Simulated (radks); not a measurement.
Task: The mean radii <r> (bohr) of the occupied orbitals of an atom or ion are listed with their occupations. Method: scalar-relativistic Kohn-Sham, PBE, spin-unpolarised, spherical densities, finite nucleus; Fermi nuclear charge, rms radius of each element as measured or else 0.836 A^(1/3) + 0.57 fm; computed with a radial shooting solver on a logarithmic mesh with Libxc functionals.

| orbital | occ. | <r> |
|---|---|---|
| 1s | 2 | 0.02232 |
| 2s | 2 | 0.09506 |
| 2p | 6 | 0.08384 |
| 3s | 2 | 0.2475 |
| 3p | 6 | 0.2454 |
| 3d | 10 | 0.2226 |
| 4s | 2 | 0.5189 |
| 4p | 6 | 0.5345 |
| 5s | 2 | 0.9223 |

Name the element and its charge.

Result: Z = 63, europium, charge +25: Eu25+ in [Kr] 5s2. The 1s radius gives Z: for a bare nucleus <r> = (2 gamma + 1)/(2Z) with gamma = sqrt(1 - (Z/c)^2), 0.02203 bohr for Z = 63, and screening makes it slightly larger (0.02232 here). The occupations add up to 38, and the charge is Z minus that.
